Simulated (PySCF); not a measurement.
Numbering as in the mapped SMILES `[CH3:1][C:2](=[O:3])[NH:4][C:5]([CH3:6])([CH3:7])[CH3:8]` (H(Xn): hydrogen on atom n).

One computed conformer, equivalent nuclei averaged, relativity neglected, in vacuum. CAM-B3LYP/pcSseg-1 with gauge-including orbitals; coordinates at the PBE0-D3(BJ)/def2-SVP level; PySCF.

Shifts are taken against calculated references (same method and geometry level): $^{13}$C (σref 182.45), $^{1}$H (σref 31.33) against TMS; $^{17}$O (σref 338.55) against H2O; NH3 for $^{15}$N (σref 267.29).

```
            atoms   nucleus  count  δ (ppm)
H(C6)/H(C7)/H(C8)   $^{1}$H      9     1.32
            H(N4)   $^{1}$H      1     4.08
               N4  $^{15}$N      1        ?
               C5  $^{13}$C      1     50.2
               O3  $^{17}$O      1    453.5
               C2  $^{13}$C      1        ?
         C6/C7/C8  $^{13}$C      3     29.7
            H(C1)   $^{1}$H      3     1.81
               C1  $^{13}$C      1        ?
```

Question: Fill in the missing shifts.

Answer: 
- C2: 174.7 ppm, amide carbonyl carbon; lone-pair donation from the attached heteroatom keeps it upfield of a ketone carbonyl
- C1: 25.4 ppm, methyl carbon α to a carbonyl; α to the electron-withdrawing carbonyl group
- N4: 153.8 ppm, amide-type nitrogen

OH/NH shifts are gas-phase values; hydrogen bonding in solution moves them, usually downfield. Shifts are as computed, not scaled to solution data. Of 1211 compounds with measured shifts, 218 miss one by over three times the rms of a fit or turn the order of signals round; such compounds aren't used in these exercises. Hydrogen bonding in solution shields acid and N–H amide carbonyl oxygens by tens of ppm. Hydrogen bonding in solution deshields acid and N–H amide carbonyl carbons by as much as 10 ppm beyond these values. Unscaled 17O shifts of doubly bonded oxygen tend to come out too high, by tens of ppm or more. Experimental scales use liquid or dissolved standards, which lie at an offset from isolated NH3 (liquid NH3: subtract about 20 ppm) and H2O (liquid H2O: subtract about 36 ppm). Unscaled 15N shifts of sp2 nitrogen come out 20 to 40 ppm too high even then.
